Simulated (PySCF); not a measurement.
AlH3S3. Atoms are numbered in the order given.

```xyz
7

Al     0.0004     0.0076    -0.0040
S      2.0647     0.4292    -0.5856
H      2.5705    -0.5976     0.1386
S     -0.3919    -1.4180     1.6154
H     -1.7201    -1.5042     1.3680
S     -1.5669     1.0676    -1.1061
H     -2.5489     0.7412    -0.2330
```

Geometry: B3LYP-D3(BJ)/def2-SVP. Other conformers were not sampled.

Method: PySCF with PBE0/pcSseg-1.

GIAO shieldings, no solvent; atoms listed in one row are averaged. δ = σ(ref) − σ: ³³S against H2S (σ = 716.7 ppm); ¹H against TMS (σ = 31.56 ppm), references at their B3LYP-D3(BJ)/def2-TZVP geometries, non-relativistic.

```tsv
nucleus	atoms	count	δ (ppm)
³³S	S4	1	21.8
³³S	S6	1	20.3
³³S	S2	1	11.0
¹H	H3	1	1.30
¹H	H5	1	1.04
¹H	H7	1	0.92
```
